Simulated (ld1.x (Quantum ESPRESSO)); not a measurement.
bromine: TM pseudisation with PBEsol, scalar-relativistic reference atom.

| Quantity | Value |
| --- | --- |
| Element | bromine (Br) |
| Generator | ld1.x (Quantum ESPRESSO) 7.5 |
| Type | norm-conserving Troullier–Martins (Kleinman–Bylander form) |
| Functional | PBEsol |
| Relativity | scalar-relativistic |
| Frozen core | [Ar] 3d10 |
| Valence charge | 7 |
| Reference configuration | 4s2 4p5 |
| Partial waves | 4s (bound): rc 1.45 bohr; 4p (bound): rc 1.65 bohr |
| Local potential | all-electron potential smoothed inside 1.25 bohr (lloc = -1) |
| Core correction | a·sin(br)/r model core, default radius (core density twice the valence density) |

All-electron outer shells of the reference configuration (PBEsol, scalar-relativistic, ld1.x):

```csv
shell,level (eV),outermost node (bohr),outermost maximum (bohr)
3p,-173.26,0.21,0.48
3d,-66.71,–,0.43
4s,-20.13,0.67,1.41
4p,-7.85,0.70,1.66
```

(1) Estimate the cutoffs (Ry, on a coarse ladder) from which the occupation-weighted sum of valence levels, in a spherical-Bessel basis at the reference potential, stays within 10 and 1 mRy of its value at 400 Ry.

(2) Does the potential have ghost states?

(3) Which valence shell sets the plane-wave cutoff?

(4) Tests: 4s2 4p4; 4s2 4p3; 4s2 4p2; 4s2 4p1; 4s2 4p5.3; 4s1 4p5; 4s2 4p4.5. Which has the largest error in its energy relative to the reference configuration, and how large is it?

Answers

(1) 40 Ry and 70 Ry.

(2) No extra level below or beside the all-electron valence levels (s, p, d, f tested). The logarithmic derivative shows an extra or strongly shifted pseudo pole above the reference energy (s near -0.02 Ry).

(3) 4s: its level needs 55 Ry to come within 1 mRy, against 30 Ry for 4p.

(4) 4s2 4p1, with +122 meV (all-electron minus pseudo) on +115.40 eV.
